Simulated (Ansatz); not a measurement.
Basis-set series for `O[SiH]([SiH3])Cl`. Total charge 0; spin multiplicity 1. Geometry: relaxed with PBE0-D4/def2-TZVP. It is one conformer, not always the lowest.

```tsv
functional	basis	functions	energy (Eh)	HOMO (eV)	LUMO (eV)
PBE0-D4	def2-SVP	93	-1116.63926	-8.05	0.05
PBE0-D4	def2-QZVPP	417	-1117.14435	-8.17	-0.49
ωB97M-V	def2-SVP	93	-1117.01132	-10.08	1.93
ωB97M-V	def2-QZVPP	417	-1117.51649	-10.24	1.01
```

Give the rows for def2-TZVPP. (Estimate.)

Computed: 
```tsv
functional	basis	functions	energy (Eh)	HOMO (eV)	LUMO (eV)
PBE0-D4	def2-TZVPP	227	-1117.10638	-8.14	-0.35
ωB97M-V	def2-TZVPP	227	-1117.48058	-10.21	1.35
```

Positive LUMOs are unbound and depend on the basis.
